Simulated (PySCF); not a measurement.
H₁₁NSi₄, SMILES [SiH3][Si]([SiH3])(N)[SiH3].

Geometry: r2SCAN-D4/def2-SVP. The values are those of a single conformer.

Method: PySCF with PBE/def2-TZVP.

Isolated molecule, no solvent.

| Property | Value |
|---|---|
| total energy | -1218.72334 hartree |
| point group | Cs |
| highest occupied level | -5.80 eV |
| lowest empty level | -1.58 eV |
| orbital gap | 4.22 eV |
| dipole moment | 1.47 D |
| quadrupole, principal values (traceless, Buckingham form, about the centre of nuclear charge) | -6.98, -0.41, 7.39 D·Å |
| mean static polarisability | 134.2 bohr³ (19.89 Å³) |
| polarisability, principal values | 116.5, 142.6, 143.6 bohr³ |
